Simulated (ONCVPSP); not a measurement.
## F (Z = 9): variants of one ONCV potential

Base potential:

F (Z = 9), optimised norm-conserving Vanderbilt (ONCV), made with ONCVPSP 4.0.1 (PBE, scalar-relativistic). Core [He], reference 2s1 2p6. Waves: 2s: rc 0.60 bohr, ncon 4, nbas 8, qcut 8.6 1/bohr, local; 2p: rc 1.20 bohr, ncon 3, nbas 6, qcut 10.7 1/bohr, 1 projector; d scattering state at 0.06 Ha: rc 1.25 bohr, ncon 3, nbas 7, qcut 8.7 1/bohr, 2 projectors, debl 2.5 Ha. Local part: the s channel. Core correction: polynomial model core, fcfact 0.25.

Cutoffs, loose and tight: the cutoffs (Ha) at which the residual kinetic energy of the hardest occupied pseudo-wave falls to 1 and 0.1 mHa per electron. They do not see the model core or the augmentation charge, which bear on the density cutoff. Test errors are all-electron minus pseudo excitation energies from the reference, over the configurations 2s2 2p5; 2s2 2p4; 2s2 2p3; 2s2 2p4.5. A dash means not determined; rows that change the core or the reference have their own tests.

```csv
change,outcome,"cutoff, loose","cutoff, tight",bound ghosts,GHOST(+) flags above zero,largest test error (meV)
base,generated,109 Ha,382 Ha,none,none,+265
p: nbas 8,generated,109 Ha,382 Ha,none,none,+272
```

What comes out with this change to the base: s: qcut 9.2?

outcome: generated; cutoff, loose: 92 Ha; cutoff, tight: 317 Ha; bound ghosts: none; GHOST(+) flags above zero: none; largest test error (meV): +263.

What comes out with this change to the base: p: qcut 11.6?

outcome: generated; cutoff, loose: 109 Ha; cutoff, tight: 382 Ha; bound ghosts: none; GHOST(+) flags above zero: none; largest test error (meV): +220.
